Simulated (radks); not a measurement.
The numbers below are computed, except where a source is named.
Radial electron density D(r) = 4 pi r^2 rho(r) of an atom or ion with 32 electrons. Level of theory: Dirac Kohn-Sham, PBE, spin-unpolarised, spherical densities, point nucleus (a radial shooting solver on a logarithmic mesh with Libxc functionals).

```
   r/bohr * D(r) (the largest magnitude, 112, reaches the edge; | marks zero)
 0.002031 |      *
 0.002582 |        *
 0.003283 |            *
 0.004207 |                 *
 0.005348 |                       *
 0.006798 |                             *
 0.008642 |                                   *
  0.01099 |                                        *
  0.01408 |                                           *
   0.0179 |                                          *
  0.02275 |                                       *
  0.02892 |                                     *
  0.03706 |                                        *
  0.04712 |                                               *
   0.0599 |                                                      *
  0.07614 |                                                     *
   0.0968 |                                            *
    0.124 |                                       *
   0.1577 |                                           *
   0.2005 |                                              *
   0.2548 |                                  *
   0.3266 |                *
   0.4151 |        *
   0.5278 |     *
   0.6709 | *
   0.8529 *
    1.093 *
    1.389 *
```

What is the nuclear charge?

Answer. Z = 65. The innermost maximum, from 1s, lies near gamma/Z bohr with gamma = sqrt(1 - (Z/c)^2) = 0.880, here 0.0135 bohr (found: 0.0149), and its height grows with Z. The density is that of the terbium ion Tb33+ in [Ar] 3d10 4s2 4p2; the configuration itself is not fixed sharply by these data, and Z only to a few units. D(r) has 3 maxima, at r = 0.0149, 0.0659, 0.187 bohr, and minima at 0.0292, 0.124 bohr, inside which lie 2.03, 11.19 electrons.
